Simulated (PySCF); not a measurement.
This PySCF input asks for the NMR shieldings of SMILES [BH3-][N@H+](CCC)[SiH2]C=C, C₅H₁₆BNSi; the geometry comes from GFN2-xTB.

```python
import basis_set_exchange as bse
import numpy as np
from pyscf import gto, dft
from pyscf.prop import nmr

atoms = """
B    -0.387791   -2.431740    0.067596
N     0.012870   -0.819954    0.130152
C    -0.556717   -0.048875   -0.981568
C    -2.048671    0.226183   -0.816797
C    -2.347166    1.220415    0.300920
Si    1.781250   -0.629264    0.351638
C     2.088079    1.234975    0.372235
C     3.054076    1.851999   -0.291501
H     0.205355   -2.942362    0.970415
H    -0.019415   -2.823107   -0.995826
H    -1.568530   -2.512752    0.211024
H    -0.465015   -0.537062    0.979847
H    -0.028310    0.908491   -1.086132
H    -0.390925   -0.630653   -1.890375
H    -2.558467   -0.717165   -0.622094
H    -2.426978    0.625990   -1.759660
H    -3.413957    1.425940    0.343908
H    -2.048743    0.832136    1.273442
H    -1.825032    2.160696    0.129298
H     2.444372   -1.260810   -0.782833
H     2.095707   -1.185086    1.665845
H     1.444569    1.843041    1.001817
H     3.733765    1.310635   -0.928890
H     3.213938    2.918095   -0.232568
"""
names = dict.fromkeys(["B", "N", "C", "Si", "H"], "pcSseg-1")
basis = {el: gto.basis.parse(bse.get_basis(n, elements=[el], fmt="nwchem")) for el, n in names.items()}
mol = gto.M(atom=atoms, basis=basis, charge=0, verbose=0)
mf = dft.RKS(mol, xc="PBE0")
mf.grids.level = 2
mf.grids.alignment = dft.numint.BLKSIZE   # the property module wants whole blocks of grid points
mf.conv_tol = 1e-9
mf.kernel()

calc = nmr.RKS(mf)   # GIAO
C = mf.mo_coeff
Co = C[:, mf.mo_occ > 0]
resp = mf.gen_response(singlet=True, hermi=2)
def vind(x):   # induced exchange potential for any number of trial vectors
    d = np.einsum("pi,xij,qj->xpq", C, 2 * x.reshape(-1, C.shape[1], Co.shape[1]), Co, optimize=True)
    return np.einsum("xpq,pi,qj->xij", resp(d - d.transpose(0, 2, 1)), C, Co, optimize=True).ravel()
mo1, _ = nmr.rhf.solve_mo1(calc, with_cphf=vind)
sigma = calc.kernel(mo1)
for i, s in enumerate(sigma):   # ppm
    print("%2d %-2s %9.2f" % (i, mol.atom_pure_symbol(i), np.trace(s) / 3))
```

Question: What does it print?

Answer: 
```
 0 B     124.27
 1 N     232.97
 2 C     133.95
 3 C     165.13
 4 C     174.31
 5 Si    367.39
 6 C      44.83
 7 C      40.55
 8 H      29.68
 9 H      30.09
10 H      29.33
11 H      29.98
12 H      29.09
13 H      28.97
14 H      29.05
15 H      30.33
16 H      30.42
17 H      30.84
18 H      31.18
19 H      27.11
20 H      26.66
21 H      25.45
22 H      25.44
23 H      25.15
```

These numbers come from an equivalent density-fitted implementation of the same equations, which agrees with the script to about 0.01 ppm for H and up to a few tenths of a ppm for heavy atoms, so last digits may differ.

Size and cost of the density-fitted run: 223 basis functions, 3.1 min wall time (2.1 min CPU) on 1 thread of an Intel Xeon, shared host; peak memory 0.94 GiB.
